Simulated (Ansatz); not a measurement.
Job for Ansatz (a quantum-chemistry and plane-wave program): U-CCSD(T)/aug-cc-pVDZ on C2H4N (SMILES [CH2]N=C), 2S+1 = 2, atoms moved off the minimum.

Ansatz 0.2 input:
```yaml
crystal:
  periodic: [false, false, false]
  atoms:
    - {symbol: C, position_ang: [1.13316806, -0.26727373, -0.15553084]}
    - {symbol: N, position_ang: [-0.08477960, 0.55474985, -0.12671989]}
    - {symbol: C, position_ang: [-1.19614436, -0.12232624, 0.20964996]}
    - {symbol: H, position_ang: [1.07011460, -1.38083180, 0.08407344]}
    - {symbol: H, position_ang: [2.07715295, 0.27454637, -0.56327171]}
    - {symbol: H, position_ang: [-2.08525737, 0.56647862, 0.33419572]}
    - {symbol: H, position_ang: [-1.20335043, -1.21186169, 0.49962420]}
basis:
  gaussian:
    orbitals: aug-cc-pVDZ
magnetization: {spin_polarized: true, initial_magnetization: 1}
correlation: {method: ccsd_t, electrons: outside_noble_gas}
scf: {omitted_lower_state_checks: [cluster_reference]}
output: {forces: true}
```

The log:

```
WARN ansatz: RAYON_NUM_THREADS=1 ignored (pool sized by the plan → 1); use --threads N
Functional definition: HF
these checks for a lower state are left out or cut short: cluster_reference
integrals: 0.25 GiB planned
1042 factors; integrals over basis functions are off by at most 7.4e-4 eV
mean field: 0.33 GiB planned
mean field evaluation 1: about -3601.3592 eV, gradient 1.8e1 eV
mean field evaluation 2: about -3601.3696 eV, gradient 1.8e1 eV
mean field evaluation 4: about -3603.7310 eV, gradient 3.8e0 eV
mean field evaluation 8: about -3604.1355 eV, gradient 7.5e-1 eV
mean field evaluation 16: about -3604.1650 eV, gradient 8.2e-6 eV
mean field -3604.16504885 eV, -132.4506225544 hartree, gradient 8.2e-6 eV, S^2 1.062275; 0 other end points of the search recorded, 0 dependent functions left out
3 core orbitals not correlated
reference -3604.16504885 eV, -132.4506225544 hartree; 9, 8 occupied and 93, 94 virtual orbitals, 1042 factors
too little memory for Intel AMX tiles; the run may be slower
densities: 1.56 GiB planned
second order -11.19739014 eV of doubles, -0.00000000 eV of singles
coupled cluster: 0.95 GiB planned
cycle   1  -11.85220062 eV  change   -6.5e-1 eV  update   1.1e-1
cycle   2  -12.35332989 eV  change   -5.0e-1 eV  update   4.7e-2
cycle   3  -12.55197297 eV  change   -2.0e-1 eV  update   3.4e-2
cycle   4  -12.59559037 eV  change   -4.4e-2 eV  update   1.8e-2
cycle   5  -12.60132872 eV  change   -5.7e-3 eV  update   6.4e-3
cycle   6  -12.60683491 eV  change   -5.5e-3 eV  update   2.9e-3
cycle   7  -12.60821329 eV  change   -1.4e-3 eV  update   1.2e-3
cycle   8  -12.60860591 eV  change   -3.9e-4 eV  update   6.4e-4
cycle   9  -12.60871145 eV  change   -1.1e-4 eV  update   3.9e-4
cycle  10  -12.60871219 eV  change   -7.5e-7 eV  update   2.4e-4
cycle  11  -12.60876580 eV  change   -5.4e-5 eV  update   1.3e-4
cycle  12  -12.60877163 eV  change   -5.8e-6 eV  update   4.8e-5
cycle  13  -12.60876702 eV  change    4.6e-6 eV  update   1.7e-5
cycle  14  -12.60875839 eV  change    8.6e-6 eV  update   6.0e-6
cycle  15  -12.60875227 eV  change    6.1e-6 eV  update   2.3e-6
cycle  16  -12.60875101 eV  change    1.3e-6 eV  update   1.1e-6
coupled cluster: 0.95 GiB planned
perturbative correction -0.50752165 eV, -0.0186510765 hartree
the calculation of the forces begins
Total energy: -3617.28132151 eV, -132.9326366840 hartree
Atom 0 at     1.133168    -0.267274    -0.155531 Å, force    -1.295087     1.751270    -0.577138 eV/Å
Atom 1 at    -0.084780     0.554750    -0.126720 Å, force     1.762506    -2.812559     0.212808 eV/Å
Atom 2 at    -1.196144    -0.122326     0.209650 Å, force     0.465365     1.453753     0.264027 eV/Å
Atom 3 at     1.070115    -1.380832     0.084073 Å, force     0.262636     1.187998    -0.269631 eV/Å
Atom 4 at     2.077153     0.274546    -0.563272 Å, force    -1.539471    -1.145924     0.808252 eV/Å
Atom 5 at    -2.085257     0.566479     0.334196 Å, force     0.476259    -1.149438    -0.145197 eV/Å
Atom 6 at    -1.203350    -1.211862     0.499624 Å, force    -0.132209     0.714901    -0.293121 eV/Å
Dipole moment:    -0.035967    -0.343468     0.082745 e Å
Checks for a lower state left out: cluster_reference
```

The calculation finished and met its thresholds. Its determinant has ⟨S²⟩ = 1.06, a mixture of spin states.

Cost: around 90 core-seconds (rough).
